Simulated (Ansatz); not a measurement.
TiAl₉⁺. Charge 1, multiplicity 1. Geometry PBE-D4/def2-SVP.

```xyz
10

Ti   -1.698    0.041   -2.154
Al    0.714    0.810   -2.664
Al   -1.598   -1.579    1.727
Al    0.157    0.723    1.496
Al    0.866   -1.830    2.188
Al   -2.456    0.355    0.365
Al    1.964    1.315   -0.481
Al   -0.656    1.934   -0.643
Al    0.055   -0.979   -0.596
Al    2.652   -0.790    0.762
```

A triplet lies near this restricted singlet, and broken spin symmetry wasn't tried. The structure comes from a short search, and lower isomers may exist.

Task: Estimate the orbital energies around the gap (eV) in Ansatz with PBE-D4/def2-TZVP, PBE0-D4/def2-TZVP.

Result: 
```
orbital  PBE-D4/def2-TZVP  PBE0-D4/def2-TZVP
 HOMO−5             -8.82              -9.40
 HOMO−4             -8.69              -9.30
 HOMO−3             -8.59              -9.25
 HOMO−2             -8.51              -9.10
 HOMO−1             -8.23              -8.79
   HOMO             -7.87              -8.55
   LUMO             -7.34              -6.66
 LUMO+1             -7.06              -6.40
 LUMO+2             -7.04              -6.22
 LUMO+3             -6.79              -6.15
 LUMO+4             -6.77              -5.93
 LUMO+5             -6.48              -5.80
```
